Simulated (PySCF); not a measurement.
Species: C8H9F3.
SMILES with atom numbers: `[CH2:1]=[C:2](/[CH:3]=[CH:4]/[CH3:5])[C:6](=[CH2:7])[C:8]([F:9])([F:10])[F:11]` (hydrogens: H12, H13 on C1; H14 on C3; H15 on C4; H16, H17, H18 on C5; H19, H20 on C7)

Computed, not measured: B3LYP/def2-SVP geometry optimisation, gas phase in PySCF 2.14.0.

Q: List the bond lengths, angles and torsions at this level.

A: 
```tsv
bond	length (bohr)
C1=C2	2.547
C2–C3	2.776
C3=C4	2.542
C4–C5	2.829
C2–C6	2.836
C6=C7	2.526
C6–C8	2.859
C8–F9, C8–F10, C8–F11	2.542
C1–H12	2.067
C1–H13	2.063
C3–H14	2.073
C4–H15	2.071
C5–H16, C5–H17, C5–H18	2.085
C7–H19	2.063
C7–H20	2.065
```

Bonds in one row agree within 0.02 bohr and their mean is given. A selection of angles:
```tsv
angle	degrees
C1–C2–C3	121.1
C1–C2–C6	119.7
C3–C2–C6	119.2
C2–C3–C4	126.7
C3–C4–C5	124.9
C2–C6–C7	123.9
C2–C6–C8	116.0
C7–C6–C8	120.1
C6–C8–F9	112.7
C6–C8–F10	111.6
F9–C8–F10	107.0
```

Torsions: C1–C2–C3–C4 -176° (antiperiplanar); C2–C3–C4–C5 179° (antiperiplanar); C1–C2–C6–C7 -104° (anticlinal); C2–C6–C8–F9 178° (antiperiplanar). The mirror-image conformer, all signs reversed, is as good.

Of the pairs four or more bonds apart, F9···H19 is among the closest relative to their van der Waals radii: 2.35 Å, 88 % of the sum of Bondi's values. The 7 C–C bonds span 1.337 Å (C6=C7, drawn double) to 1.513 Å (C6–C8, drawn single), a spread of 0.176 Å.

Point group: C1 (no symmetry element, even within 0.4 Å). Stationary, but not proved a minimum. The numbers are those of one conformer.

Time: 2.5 min wall, 13 min CPU; peak memory 1.2 GiB. Hardware: 4 threads of an Intel Xeon Platinum 8375C at 2.90 GHz, on a shared host. This is the geometry optimisation.
